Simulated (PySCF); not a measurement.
C6H6O, SMILES C1[C@H](C#C)C(O1)=C.

Geometry optimised at ωB97X-D3(BJ)/def2-SVP. The structure was generated by enumeration; whether it is a known compound was not checked.

Two levels are set side by side: PBE/def2-TZVP (PySCF) and r2SCAN/def2-TZVP (PySCF). Same geometry, gas phase. Differences are taken from unrounded values.

```csv
quantity,r2SCAN,PBE,PBE minus r2SCAN
orbital gap (eV),5.28,4.82,-0.46
highest occupied level (eV),-5.67,-5.46,0.21
lowest empty level (eV),-0.39,-0.64,-0.25
dipole moment (D),1.61,1.56,-0.06
mean polarisability (bohr³),71.0,72.2,1.2
```

Rough cost on one machine, each run with all the roots and properties that it gave: r2SCAN against PBE about 4 times.
